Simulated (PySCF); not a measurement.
Sn(H)(F)2(OMe) (CH4F2OSn), SMILES C[O][SnH]([F])[F].

Geometry: B3LYP-D3(BJ)/def2-SVP. The def2 effective core potentials stand for the cores of Sn; spin–orbit coupling is left out. Other conformers were not sampled.

Method: PBE/def2-TZVP (PySCF).

The molecule is in vacuum.

```
Item                                                                                                            Result
---------------------------------------------------------------------------------------------  -----------------------
total energy                                                                                        -529.59827 hartree
point group                                                                                                         Cs
highest occupied level                                                                                        -6.90 eV
lowest empty level                                                                                            -2.88 eV
orbital gap                                                                                                    4.01 eV
dipole moment                                                                                                   2.04 D
quadrupole, principal values (traceless, Buckingham form, about the centre of nuclear charge)  -6.33, -5.73, 12.06 D·Å
mean static polarisability                                                                        53.2 bohr³ (7.89 Å³)
polarisability, principal values                                                                46.6, 47.9, 65.3 bohr³
```
